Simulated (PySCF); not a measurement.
Compound: C₂H₈BFO.
Numbering: `[CH3:1][O+:2]([CH3:3])[BH2-:4][F:5]` (hydrogens: H6, H7, H8 on C1; H9, H10, H11 on C3; H12, H13 on B4)

Computed by this run: PySCF 2.14.0, PBE0-D3(BJ)/def2-SVP geometry optimisation, gas phase; density fitting, grid level 1; the optimiser is geomeTRIC in internal coordinates, started from a GFN2-xTB structure with every atom displaced at random (about 0.01 Å).

Step 0: E = -7631.2607 eV
```
atom  x, y, z in Å  |  force x, y, z in eV/Å
C1     -0.8073   -1.0228   -0.3351   -1.523   1.535  -0.391
O2     -0.2181   -0.0766    0.5444    0.355   0.125  -0.206
C3     -0.7216    1.2443    0.3369    0.944   0.085   1.146
B4      1.4987   -0.1163    0.3857   -0.561   0.023  -0.844
F5      1.6503    0.2652   -0.9268    0.081   0.115  -0.301
H6     -1.9152   -0.9667   -0.1974    0.537  -0.252  -0.035
H7     -0.5741   -0.7694   -1.3790    0.121  -0.030  -0.036
H8     -0.4293   -1.9785   -0.0961    0.537  -1.388   0.432
H9     -1.7853    1.2645    0.5109   -0.774  -0.105   0.035
H10    -0.2218    1.8822    1.0924   -0.166  -0.213  -0.281
H11    -0.4646    1.6045   -0.6488    0.115   0.133  -0.675
H12     1.7491   -1.2558    0.5849    0.048  -0.850   0.253
H13     1.8249    0.6925    1.1650    0.287   0.821   0.902
```

Step 1: E = -7631.3873 eV
```
atom  x, y, z in Å  |  force x, y, z in eV/Å
C1     -0.8340   -1.0072   -0.3538    0.329  -0.615   0.202
O2     -0.1789   -0.0632    0.4861   -0.107   0.085  -0.095
C3     -0.6954    1.2559    0.3431   -0.179   0.114  -0.144
B4      1.4831   -0.1070    0.3690    0.058  -0.009   0.208
F5      1.7203    0.2765   -0.9363   -0.004  -0.006   0.013
H6     -1.9034   -1.0168   -0.1223   -0.180   0.092  -0.005
H7     -0.6511   -0.7734   -1.4113   -0.023   0.034  -0.054
H8     -0.4036   -1.9985   -0.1104   -0.099   0.374  -0.122
H9     -1.7868    1.2434    0.5079    0.158  -0.036  -0.015
H10    -0.2061    1.8760    1.0981    0.053   0.026   0.071
H11    -0.4578    1.6418   -0.6636   -0.056  -0.020   0.107
H12     1.7060   -1.2861    0.6130    0.031   0.080  -0.040
H13     1.7934    0.7256    1.2176    0.020  -0.118  -0.125
```

Question: Estimate the geometry and energy of step 2. (The exact step hangs on the optimiser's Hessian estimate; all steps are aligned on step 1, rigid shifts and turns removed.)

Answer: E = -7631.3961 eV, largest force 0.146 eV/Å
```
atom  x, y, z in Å  |  force x, y, z in eV/Å
C1     -0.8330   -1.0132   -0.3531    0.021  -0.125   0.073
O2     -0.1825   -0.0580    0.4799    0.013   0.075  -0.076
C3     -0.7027    1.2623    0.3397   -0.018  -0.001   0.028
B4      1.4860   -0.1106    0.3737    0.066  -0.014   0.061
F5      1.7307    0.2692   -0.9309   -0.025   0.012  -0.022
H6     -1.9091   -1.0124   -0.1263    0.012   0.025  -0.029
H7     -0.6509   -0.7814   -1.4130   -0.025   0.009  -0.011
H8     -0.4006   -1.9917   -0.1091    0.000   0.065  -0.016
H9     -1.7884    1.2391    0.5109    0.006   0.000   0.009
H10    -0.2102    1.8792    1.0991    0.004  -0.014  -0.004
H11    -0.4763    1.6559   -0.6630   -0.004  -0.015   0.003
H12     1.7120   -1.2866    0.6146   -0.023   0.003  -0.004
H13     1.8106    0.7154    1.2145   -0.026  -0.020  -0.014
```

The energy changes by -0.0087 eV. The first-order estimate −F·Δx gives -0.0154 eV and the mean of the old and new forces, exact on a quadratic surface, -0.0086 eV. The step makes an angle of 68° with the force vector and moves no atom by more than 0.023 Å.

The cost below is that of the whole optimisation. On an Arm Neoverse V2 with one thread, shared host with 96 logical CPUs at a one-minute load of 57, this took 53 s and 0.46 GiB of memory at its peak.
